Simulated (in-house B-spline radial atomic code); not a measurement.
Configurations of Nb VII (Nb6+), with energies counted from [Ar] 3d10 4s2 4p5. Method: scalar-relativistic (X2C) LC-wPBE, spin-polarised, spherical fractional occupations, exact exchange averaged over the configuration, Fermi nucleus of rms radius 4.324 fm. Calculated with an all-electron radial atomic-structure program (B-spline basis). Shells without spins written out take the highest spin.

Occupations are held fixed; configurations that lie above the ionisation limit could autoionise.

| configuration | E - E(ref) (eV) | highest orbital | its <r> (bohr) |
| --- | --- | --- | --- |
| [Ar] 3d10 4s1 4p5 5s1 | 81.513 | 5s up | 2.255 |
| [Ar] 3d10 4s1 4p5 4f1 | 97.297 | 4f up | 1.932 |
| [Ar] 3d9 4s2 4p6 | 177.31 | 4p down | 1.171 |
| [Ar] 3d9 4s2 4p5 5d1 | 257.72 | 5d up | 2.92 |
| [Ne] 3s2 3p5 3d10 4s2 4p6 | 327.26 | 4p down | 1.171 |

(1) Order these further configurations by energy, lowest first.
A. [Ar] 3d10 4s2 4p4 5s1
B. [Ar] 3d9 4s2 4p5 5p1
C. [Ar] 3d10 4s2 4p4 5f1
D. [Ar] 3d9 4s2 4p5 4d1
E. [Ar] 3d9 4s2 4p5 4f1

(2) How far above the reference does [Ar] 3d10 4s2 4p4 4f1 lie?

Answers

(1) A (54.9 eV), C (88.821 eV), D (215.44 eV), B (244.8 eV), E (252.09 eV).

(2) 70.76 eV; its least bound orbital is 4f up with <r> = 1.946 bohr.
